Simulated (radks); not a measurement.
The nuclear charge of the potassium ion K+ is varied continuously with 18 electrons held in [Ar]. Calculated with a radial shooting solver on a logarithmic mesh with Libxc functionals: scalar-relativistic Kohn-Sham, PBEsol, spin-unpolarised, spherical densities, finite nucleus; Fermi nuclear charge, rms radius 3.4349 fm. By the Hellmann-Feynman theorem dE/dZ = E(electron-nucleus)/Z, the electronic potential at the nucleus (averaged over a nucleus of fixed radius). The scalar-relativistic energy here is not variational (the density holds large components alone), so the two differ by a part that grows with Z.

| Z | E (hartree) | E(electron-nucleus)/Z (hartree) | HOMO | e(HOMO) (eV) | <r> HOMO (bohr) |
|---|---|---|---|---|---|
| 18.5 | -564.17658 | -72.6178 | 3p | -17.067 | 1.533 |
| 18.6 | -571.46635 | -73.1207 | 3p | -18.547 | 1.510 |
| 18.7 | -578.80647 | -73.6235 | 3p | -20.063 | 1.488 |
| 18.8 | -586.19693 | -74.1262 | 3p | -21.616 | 1.467 |
| 18.9 | -593.63770 | -74.6288 | 3p | -23.205 | 1.446 |
| 19 | -601.12880 | -75.1313 | 3p | -24.830 | 1.426 |
| 19.1 | -608.67020 | -75.6337 | 3p | -26.489 | 1.407 |
| 19.2 | -616.26191 | -76.1361 | 3p | -28.184 | 1.388 |
| 19.3 | -623.90392 | -76.6385 | 3p | -29.914 | 1.370 |
| 19.4 | -631.59623 | -77.1408 | 3p | -31.679 | 1.353 |
| 19.5 | -639.33883 | -77.6430 | 3p | -33.478 | 1.336 |
| 19.6 | -647.13173 | -78.1453 | 3p | -35.312 | 1.319 |
| 19.7 | -654.97491 | -78.6475 | 3p | -37.180 | 1.303 |
| 19.8 | -662.86839 | -79.1497 | 3p | -39.082 | 1.288 |
| 19.9 | -670.81216 | -79.6519 | 3p | -41.017 | 1.273 |
| 20 | -678.80623 | -80.1542 | 3p | -42.987 | 1.258 |

The central difference of E at Z = 19 is -75.162 hartree, to compare with the third column; the second derivative is -5.03 hartree.
